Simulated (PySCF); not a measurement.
GeS (SMILES [S]=[Ge]), singlet, geometry from GFN2-xTB; PySCF with B3LYP/STO-3G.

PySCF was given this input:
```python
from pyscf import gto, scf, dft

mol = gto.Mole()
mol.atom = '''
    Ge   -0.000000   -0.000000   -0.678348
    S     0.000000    0.000000    1.356695
'''
mol.basis = 'sto-3g'
mol.charge = 0
mol.spin = 0
mol.verbose = 4
mol.build()

mf = dft.RKS(mol)
mf.xc = 'b3lyp'
mf.diis = False
mf.max_cycle = 100
mf.kernel()
mf.analyze()
```

Output, abridged:

```
PySCF version 2.14.0

[INPUT] verbose = 4
[INPUT] num. atoms = 2
[INPUT] num. electrons = 48
[INPUT] charge = 0
[INPUT] spin (= nelec alpha-beta = 2S) = 0
[INPUT] symmetry False subgroup None
[INPUT] Mole.unit = angstrom
[INPUT] Symbol           X                Y                Z      unit          X                Y                Z       unit  Magmom
[...]
nuclear repulsion = 133.136612833753
number of shells = 13
number of NR pGTOs = 81
number of NR cGTOs = 27
basis = sto-3g
ecp = {}

******** <class 'pyscf.dft.rks.RKS'> ********
method = RKS
initial guess = minao
damping factor = 0
level_shift factor = 0
DIIS disabled
SCF conv_tol = 1e-09
SCF conv_tol_grad = None
SCF max_cycles = 100
direct_scf = True
direct_scf_tol = 1e-13
XC library pyscf.dft.libxc version 7.1.2
    S. Lehtola, C. Steigemann, M. J. T. Oliveira, and M. A. L. Marques,  SoftwareX 7, 1–5 (2018)
XC functionals = b3lyp
    P. J. Stephens, F. J. Devlin, C. F. Chabalowski, and M. J. Frisch,  J. Phys. Chem. 98, 11623 (1994)
radial grids:
    Treutler-Ahlrichs [JCP 102, 346 (1995); DOI:10.1063/1.469408] (M4) radial grids

becke partition: Becke, JCP 88, 2547 (1988); DOI:10.1063/1.454033
pruning grids: <function nwchem_prune>
grids dens level: 3
symmetrized grids: False
atomic radii adjust function: <function treutler_atomic_radii_adjust>
small_rho_cutoff = 0
Set gradient conv threshold to 3.16228e-05
Initial guess from minao.
tot grids = 39520
init E= -2444.29064849917
[...]
cycle= 1 E= -2446.71044446138  delta_E= -2.42  |g|= 0.47  |ddm|= 2.34
[...]
cycle= 2 E= -2441.06135349014  delta_E= 5.65  |g|= 3.86  |ddm|= 4.56
[...]
cycle= 3 E= -2442.86028904202  delta_E= -1.8  |g|= 1.49  |ddm|= 5.83

WARN: HOMO 1.04679233756984 == LUMO 1.04740204905977

cycle= 4 E= -2431.0897262948  delta_E= 11.8  |g|= 1.04  |ddm|= 6.27
[...]
cycle= 5 E= -2442.3761871751  delta_E= -11.3  |g|= 1.24  |ddm|= 5.88

WARN: HOMO 1.10654145627882 == LUMO 1.1067655304321

cycle= 6 E= -2431.07741529653  delta_E= 11.3  |g|= 0.976  |ddm|= 5.88
[...]
cycle= 7 E= -2442.37588299235  delta_E= -11.3  |g|= 1.24  |ddm|= 5.88

WARN: HOMO 1.1065755874217 == LUMO 1.10679919050884

cycle= 8 E= -2431.07740714491  delta_E= 11.3  |g|= 0.976  |ddm|= 5.88
[...]
cycle= 9 E= -2442.37588277751  delta_E= -11.3  |g|= 1.24  |ddm|= 5.88

WARN: HOMO 1.10657561157568 == LUMO 1.10679921431269

cycle= 10 E= -2431.07740713901  delta_E= 11.3  |g|= 0.976  |ddm|= 5.88
[...]
cycle= 11 E= -2442.37588277736  delta_E= -11.3  |g|= 1.24  |ddm|= 5.88

[...]

WARN: HOMO 1.10657561159317 == LUMO 1.10679921432995

cycle= 84 E= -2431.077407139  delta_E= 11.3  |g|= 0.976  |ddm|= 5.88
[...]
cycle= 85 E= -2442.37588277736  delta_E= -11.3  |g|= 1.24  |ddm|= 5.88

WARN: HOMO 1.10657561159316 == LUMO 1.10679921432994

cycle= 86 E= -2431.077407139  delta_E= 11.3  |g|= 0.976  |ddm|= 5.88
[...]
cycle= 87 E= -2442.37588277736  delta_E= -11.3  |g|= 1.24  |ddm|= 5.88

WARN: HOMO 1.10657561159315 == LUMO 1.10679921432994

cycle= 88 E= -2431.077407139  delta_E= 11.3  |g|= 0.976  |ddm|= 5.88
[...]
cycle= 89 E= -2442.37588277736  delta_E= -11.3  |g|= 1.24  |ddm|= 5.88

WARN: HOMO 1.10657561159316 == LUMO 1.10679921432995

cycle= 90 E= -2431.077407139  delta_E= 11.3  |g|= 0.976  |ddm|= 5.88
[...]
cycle= 91 E= -2442.37588277736  delta_E= -11.3  |g|= 1.24  |ddm|= 5.88

WARN: HOMO 1.10657561159315 == LUMO 1.10679921432997

cycle= 92 E= -2431.077407139  delta_E= 11.3  |g|= 0.976  |ddm|= 5.88
[...]
cycle= 93 E= -2442.37588277736  delta_E= -11.3  |g|= 1.24  |ddm|= 5.88

WARN: HOMO 1.10657561159318 == LUMO 1.10679921432996

cycle= 94 E= -2431.077407139  delta_E= 11.3  |g|= 0.976  |ddm|= 5.88
[...]
cycle= 95 E= -2442.37588277736  delta_E= -11.3  |g|= 1.24  |ddm|= 5.88

WARN: HOMO 1.10657561159315 == LUMO 1.10679921432993

cycle= 96 E= -2431.077407139  delta_E= 11.3  |g|= 0.976  |ddm|= 5.88
[...]
cycle= 97 E= -2442.37588277736  delta_E= -11.3  |g|= 1.24  |ddm|= 5.88

WARN: HOMO 1.10657561159316 == LUMO 1.10679921432994

cycle= 98 E= -2431.077407139  delta_E= 11.3  |g|= 0.976  |ddm|= 5.88
[...]
cycle= 99 E= -2442.37588277736  delta_E= -11.3  |g|= 1.24  |ddm|= 5.88

WARN: HOMO 1.10657561159317 == LUMO 1.10679921432994

cycle= 100 E= -2431.077407139  delta_E= 11.3  |g|= 0.976  |ddm|= 5.88
SCF not converged.
SCF energy = -2431.077407139
**** SCF Summaries ****
Total Energy =                       -2431.077407138999661
Nuclear Repulsion Energy =             133.136612833753389
One-electron Energy =                -3526.004363351886695
Two-electron Energy =                  961.790343379133560
Two-electron Coulomb Energy =         1060.094746480425329
DFT Exchange-Correlation Energy =      -98.304403101291797
HOMO-LUMO gap [eV] =                     0.006084540385538
**** MO energy ****
[...]
 ** Mulliken pop on meta-lowdin orthogonal AOs  **
 ** Mulliken pop  **
[...]
 ** Mulliken atomic charges  **
charge of    0Ge =      1.99490
charge of    1S =     -1.99490
Dipole moment(X, Y, Z, Debye): -0.00000, -0.00000, -18.41964
```

Convergence was not reached.
